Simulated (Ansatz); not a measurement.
C₉H₁₅NO, relaxed as a singlet with RKS PBE-D4/def2-SVP in Ansatz, starting from the GFN2-xTB geometry. Force threshold 0.03 eV/Å.

Start:

```xyz
26

C     0.0069   -1.3793   -3.7298
C     0.8813   -0.9155   -2.5726
C     0.0571   -0.5644   -1.3381
C     0.9602   -0.1581   -0.1694
N     0.1992    0.2149    0.9992
C    -0.0189    1.6235    1.2275
C    -1.0988    1.8564    2.2389
C    -1.5306    0.8857    3.0527
C    -1.0581   -0.4573    2.9003
C    -0.2327   -0.7315    1.8691
H    -0.5523   -2.2697   -3.4516
H     0.6172   -1.6149   -4.5981
H    -0.7013   -0.6025   -4.0075
H     1.5897   -1.7064   -2.3163
H     1.4571   -0.0394   -2.8785
H    -0.5505   -1.4217   -1.0397
H    -0.6248    0.2562   -1.5703
H     1.6254   -0.9907    0.0823
H     1.5811    0.6937   -0.4566
H    -0.2492    2.1153    0.2709
H    -1.4519    2.8725    2.3119
H    -2.2718    1.0931    3.8104
H    -1.3842   -1.2321    3.5714
H     0.1177   -1.7336    1.6657
O     1.2060    2.2479    1.6177
H     1.4263    1.9577    2.5105
```

```json
{"step": "1", "energy (eV)": "-13088.3920", "largest force component (eV/Å)": "0.929", "SCF passes": "23"}
{"step": "2", "energy (eV)": "-13088.5673", "largest force component (eV/Å)": "0.274", "SCF passes": "22"}
{"step": "3", "energy (eV)": "-13088.5876", "largest force component (eV/Å)": "0.113", "SCF passes": "22"}
{"step": "4", "energy (eV)": "-13088.5906", "largest force component (eV/Å)": "0.073", "SCF passes": "22"}
{"step": "5", "energy (eV)": "-13088.5928", "largest force component (eV/Å)": "0.056", "SCF passes": "22"}
{"step": "6", "energy (eV)": "-13088.5954", "largest force component (eV/Å)": "0.072", "SCF passes": "21"}
{"step": "7", "energy (eV)": "-13088.5971", "largest force component (eV/Å)": "0.080", "SCF passes": "21"}
{"step": "8", "energy (eV)": "-13088.5982", "largest force component (eV/Å)": "0.074", "SCF passes": "21"}
{"step": "9", "energy (eV)": "-13088.5993", "largest force component (eV/Å)": "0.037", "SCF passes": "21"}
{"step": "10", "energy (eV)": "-13088.5996", "largest force component (eV/Å)": "0.016", "SCF passes": "22"}
```

Force components are those of the run's own axes.

End:

```xyz
26

C     0.0164   -1.2396   -3.8301
C     0.8800   -0.9624   -2.5989
C     0.0677   -0.5550   -1.3665
C     0.9416   -0.2888   -0.1351
N     0.1799    0.1350    1.0334
C    -0.0716    1.5706    1.1707
C    -1.1914    1.8190    2.1355
C    -1.5155    0.9021    3.0968
C    -0.9272   -0.4111    3.0966
C    -0.1222   -0.7486    2.0358
H    -0.7051   -2.0615   -3.6398
H     0.6314   -1.5305   -4.7054
H    -0.5738   -0.3447   -4.1184
H     1.4857   -1.8644   -2.3562
H     1.6181   -0.1622   -2.8304
H    -0.6723   -1.3470   -1.1169
H    -0.5278    0.3563   -1.5972
H     1.5083   -1.2073    0.1275
H     1.7016    0.4908   -0.3552
H    -0.2975    1.9747    0.1597
H    -1.6661    2.8105    2.0979
H    -2.2698    1.1540    3.8599
H    -1.1508   -1.1472    3.8786
H     0.3088   -1.7562    1.9207
O     1.1226    2.2797    1.5377
H     1.2290    2.1338    2.4991
```

By distances, no bond broke or formed. The bond that changes most is C7–C8, from 1.34 to 1.37 Å (atoms count from 1).

No frequencies were taken in this run, so the end may be a saddle point.

It took 35 s on 4 threads of Arm Neoverse V1 on a shared host.
